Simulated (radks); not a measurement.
Valence configurations of Nb IV (all share [Kr]). All-electron calculation, Dirac Kohn-Sham, LDA (Slater exchange, Perdew-Wang correlation), spin-unpolarised, spherical densities, finite nucleus; open shells are shared between the two j in proportion to 2j + 1; Fermi nuclear charge, rms radius 4.324 fm. Program: a radial shooting solver on a logarithmic mesh with Libxc functionals. Energies are relative to 4d2; eigenvalues in eV.

valence          E (eV)  e(4d3/2)  e(4d5/2)  e(5p1/2)  e(5p3/2)  e(5s1/2)
4d2               0.000   -30.929   -30.693         -         -         -
4d1 5s1           5.640   -34.104   -33.849         -         -   -27.645
4d1 5p1          11.669   -34.992   -34.733   -22.467   -22.064         -
4d0.5 5p1.5      18.261   -37.023   -36.752   -23.399   -22.977         -
4d1.5 5p0.5       5.607   -32.966   -32.719   -21.446   -21.059         -
5p2              25.422         -         -   -24.281   -23.837         -
4d1.5 5s0.5       2.662   -32.514   -32.268         -         -   -26.747
5s2              12.709         -         -         -         -   -29.313
4d0.5 5s1 5p0.5  12.065   -36.155   -35.888   -22.884   -22.465   -28.783

NIST lists [Kr] 4d2 as the ground configuration; this level of theory agrees among the configurations tried. The energies are those of spherical spin-averaged densities, not of single terms.
